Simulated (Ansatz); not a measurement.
Basis-set extrapolation for CH₉AlOSi₂, SMILES `C[SiH2][AlH][O][SiH3]` (PBE0-D4/def2-TZVP geometry, frozen core, Ansatz 0.2.0). Multiplicity 1, RHF reference.

```json
{"": "HF", "def2-TZVPP": "-937.941027", "def2-QZVPP": "-937.972586"}
{"": "MP2 correlation", "def2-TZVPP": "-0.742347", "def2-QZVPP": "-0.797054"}
{"": "CCSD(T) correlation", "def2-TZVPP": "-0.837059", "def2-QZVPP": "not run"}
```

Energies in hartree. Use E(X) = E(∞) + A·exp(−7.88·√X) for Hartree–Fock and E(X) = E(∞) + B·X^(−2.97) for correlation, with X = 3 and 4, and add CCSD(T) minus MP2 of the smaller set to the MP2 limit.

Problem. What is the CCSD(T) energy at the basis-set limit?

Solution. HF limit: -937.972586 + (-0.031559) × 0.13774 = -937.97693. MP2 limit: -0.797054 + (-0.054707) × 0.74074 = -0.83758. Higher-order term: -0.837059 − (-0.742347) = -0.09471. Total: -938.90922 hartree, 344.3 kJ/mol below CCSD(T)/def2-TZVPP.
